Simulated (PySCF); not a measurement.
Krypton: a sound run and one with changed settings

Sound run: Kr [Kr], Kr⁺ [Ar] 3d10 4s2 4p5. Calculation: PySCF 2.14, in aug-cc-pVDZ-PP with ECP10MDF; scalar relativity through the core potential. The sound run starts from symmetry-adapted Hartree-Fock orbitals and uses a fine grid where one is needed.

Changed run: 26 angular points. This setting is unsound on purpose.

```
species  method  sound run (hartree)  changed run (hartree)  converged
     Kr     UHF           -462.18031             -462.18031        yes
     Kr   B3LYP           -463.62794             -463.62794        yes
     Kr     LDA           -462.92254             -462.92254        yes
    Kr⁺     UHF           -461.69702             -461.69702        yes
    Kr⁺   B3LYP           -463.10711             -463.10700        yes
    Kr⁺     LDA           -462.39564             -462.39572        yes
```

Ionisation energy of Kr:

```json
{"method": "UHF", "sound run (eV)": "13.151", "changed run (eV)": "13.151"}
{"method": "B3LYP", "sound run (eV)": "14.173", "changed run (eV)": "14.176"}
{"method": "LDA", "sound run (eV)": "14.338", "changed run (eV)": "14.335"}
```

A coarse angular grid integrates products of high-l functions wrongly, so density functionals can shift, and the SCF can exploit the error; Hartree-Fock and MP2 need no grid.

For comparison, NIST gives 14.000 eV between the lowest levels.
